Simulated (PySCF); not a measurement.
# PySCF run on Kr⁺

File input.py (PySCF 2.14):

```python
from pyscf import gto, dft

mol = gto.M(
    atom='Kr 0 0 0',
    basis='def2-svpd',
    charge=1,
    spin=1,
    verbose=4,
)
mf = dft.UKS(mol, xc='b3lyp5')
mf.kernel()
mf.analyze()
print('orbital energies (hartree):', [e[max(0, n-3):n+3].round(4) for e, n in zip(mf.mo_energy, mol.nelec)])
```

```bash
$ OMP_NUM_THREADS=1 python input.py
```

It prints (some set-up lines and the per-cycle HOMO/LUMO lines with their warnings removed):

```
PySCF version 2.14.0

[INPUT] verbose = 4
[INPUT] num. atoms = 1
[INPUT] num. electrons = 35
[INPUT] charge = 1
[INPUT] spin (= nelec alpha-beta = 2S) = 1
[INPUT] symmetry False subgroup None
[INPUT] Mole.unit = angstrom
[INPUT] Symbol           X                Y                Z      unit          X                Y                Z       unit  Magmom
[INPUT]  1 Kr     0.000000000000   0.000000000000   0.000000000000 AA    0.000000000000   0.000000000000   0.000000000000 Bohr   0.0

nuclear repulsion = 0
number of shells = 15
number of NR pGTOs = 83
number of NR cGTOs = 41
basis = def2-svpd
ecp = {}

******** <class 'pyscf.dft.uks.UKS'> ********
method = UKS
initial guess = minao
damping factor = 0
level_shift factor = 0
DIIS = <class 'pyscf.scf.diis.CDIIS'>
diis_start_cycle = 1
diis_space = 8
diis_damp = 0
SCF conv_tol = 1e-09
SCF conv_tol_grad = None
SCF max_cycles = 50
direct_scf = True
direct_scf_tol = 1e-13
number electrons alpha = 18  beta = 17
XC library pyscf.dft.libxc version 7.0.0
    S. Lehtola, C. Steigemann, M. J.T. Oliveira, and M. A.L. Marques.,  SoftwareX 7, 1–5 (2018)
XC functionals = b3lyp5
    P. A. M. Dirac.,  Math. Proc. Cambridge Philos. Soc. 26, 376 (1930)
    F. Bloch.,  Z. Phys. 57, 545 (1929)
    A. D. Becke.,  Phys. Rev. A 38, 3098 (1988)
    C. Lee, W. Yang, and R. G. Parr.,  Phys. Rev. B 37, 785 (1988)
    B. Miehlich, A. Savin, H. Stoll, and H. Preuss.,  Chem. Phys. Lett. 157, 200 (1989)
    S. H. Vosko, L. Wilk, and M. Nusair.,  Can. J. Phys. 58, 1200 (1980)
radial grids:
    Treutler-Ahlrichs [JCP 102, 346 (1995); DOI:10.1063/1.469408] (M4) radial grids

becke partition: Becke, JCP 88, 2547 (1988); DOI:10.1063/1.454033
pruning grids: <function nwchem_prune>
grids dens level: 3
symmetrized grids: False
atomic radii adjust function: <function treutler_atomic_radii_adjust>
small_rho_cutoff = 0
Set gradient conv threshold to 3.16228e-05
tot grids = 18312
init E= -2752.02974649796

cycle= 1 E= -2752.72974390981  delta_E= -0.7  |g|= 0.382  |ddm|= 0.961
cycle= 2 E= -2752.77562335421  delta_E= -0.0459  |g|= 0.306  |ddm|= 0.848
cycle= 3 E= -2752.79536226933  delta_E= -0.0197  |g|= 0.0226  |ddm|=  0.3
cycle= 4 E= -2752.7956364025  delta_E= -0.000274  |g|= 0.00127  |ddm|= 0.0461
cycle= 5 E= -2752.79563744662  delta_E= -1.04e-06  |g|= 0.000102  |ddm|= 0.00193
cycle= 6 E= -2752.7956374541  delta_E= -7.48e-09  |g|= 6.17e-06  |ddm|= 0.000227
cycle= 7 E= -2752.79563745413  delta_E= -3.05e-11  |g|= 5.8e-07  |ddm|= 1.87e-05
Extra cycle  E= -2752.79563745414  delta_E= -3.18e-12  |g|= 1.39e-07  |ddm|= 1.44e-06
converged SCF energy = -2752.79563745414  <S^2> = 0.75148011  2S+1 = 2.0014796
**** SCF Summaries ****
Total Energy =                       -2752.795637454136340
Nuclear Repulsion Energy =               0.000000000000000
One-electron Energy =                -3813.713544658301544
Two-electron Energy =                 1060.917907204164976
Two-electron Coulomb Energy =         1155.996698370586955
DFT Exchange-Correlation Energy =      -95.078791166422008
**** MO energy ****
                             alpha | beta                alpha | beta
[7 lines left out]
MO #8   energy= -7.78892898122884  | -7.78657796858658  occ= 1 | 1
MO #9   energy= -7.78892897976009  | -7.78657796796681  occ= 1 | 1
MO #10  energy= -3.68850384050877  | -3.67880180043482  occ= 1 | 1
MO #11  energy= -3.68180292352551  | -3.6743264932861   occ= 1 | 1
MO #12  energy= -3.68180292154662  | -3.67432647753411  occ= 1 | 1
MO #13  energy= -3.66162660929377  | -3.66031997810876  occ= 1 | 1
MO #14  energy= -3.66162660885907  | -3.66031997534184  occ= 1 | 1
MO #15  energy= -1.31078061825449  | -1.26072526540116  occ= 1 | 1
MO #16  energy= -0.817970136216941 | -0.74475876779417  occ= 1 | 1
MO #17  energy= -0.761224713295651 | -0.744758749613712 occ= 1 | 1
MO #18  energy= -0.76122471301162  | -0.662022922919075 occ= 1 | 0
MO #19  energy= -0.195097107141005 | -0.190485408001536 occ= 0 | 0
MO #20  energy= -0.125423423062462 | -0.115291448326718 occ= 0 | 0
MO #21  energy= -0.122536132677299 | -0.114418754820355 occ= 0 | 0
[20 lines left out]

To work with the spin densities directly, `use mulliken_meta_spin()` only printing them here.

 ** Mulliken spin pop alpha/beta on meta-lowdin orthogonal AOs **
 ** Mulliken Spin Density (per AO)  **
 ** Mulliken Spin Density (per atom)  **
spin density of  0 Kr =      1.00000
 ** Mulliken pop alpha/beta on meta-lowdin orthogonal AOs **
 ** Mulliken pop       alpha | beta **
pop of  0 Kr 1s        1.00000 | 1.00000
pop of  0 Kr 2s        0.99997 | 0.99997
pop of  0 Kr 3s        0.99978 | 0.99978
pop of  0 Kr 4s        0.99865 | 0.99970
pop of  0 Kr 5s        0.00056 | 0.00046
pop of  0 Kr 6s        0.00009 | 0.00005
pop of  0 Kr 2px       1.00000 | 0.99999
pop of  0 Kr 2py       1.00000 | 0.99999
pop of  0 Kr 2pz       1.00000 | 1.00000
pop of  0 Kr 3px       0.99992 | 0.99988
pop of  0 Kr 3py       0.99992 | 0.99990
pop of  0 Kr 3pz       0.99992 | 0.99992
[29 lines left out]
In total            18.00000 | 17.00000
 ** Mulliken atomic charges   ( Nelec_alpha | Nelec_beta ) **
charge of  0Kr =      1.00000  (    18.00000     17.00000 )

WARN: System has nonzero charge 1; the dipole moment is origin-dependent.
Location of origin: [0. 0. 0.]

Dipole moment(X, Y, Z, Debye):  0.00000,  0.00000,  0.00000
orbital energies (hartree): [array([-0.818 , -0.7612, -0.7612, -0.1951, -0.1254, -0.1225]), array([-1.2607, -0.7448, -0.7448, -0.662 , -0.1905, -0.1153])]
```

In short: E(SCF) = -2752.795637 Eh, 7 cycles, ⟨S²⟩ = 0.751.

Hardware: Arm Neoverse N1, 1 thread, shared host. Wall time 2.2 s, peak memory 0.15 GiB.

No search for the lowest solution was made.
